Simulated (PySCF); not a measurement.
Ag(I) cation (AgI), SMILES [Ag][I] (connectivity only; charge and spin as stated), charge +1, multiplicity 2. Atoms are numbered in the order given.

```xyz
2

Ag     0.0000     0.0000    -1.3970
I      0.0000     0.0000     1.2388
```
Charge +1, spin multiplicity 2.

Geometry: PBE-D3(BJ)/def2-TZVP. The multiplicity is an assumed one; other spin states were not compared. The def2 effective core potentials stand for the cores of Ag, I; spin–orbit coupling is left out.

Method: M06-2X/def2-TZVPD run with PySCF.

The molecule is in vacuum.

Computed frontier levels, dipole moment:
The α spin, highest occupied and lowest empty level comes out as -14.96 and -7.24 eV and the β spin, highest occupied and lowest empty level is -14.45 and -9.67 eV. The dipole moment about the centre of nuclear charge is 2.85 D. The ⟨S²⟩ comes out as 0.756 (pure state 0.75).
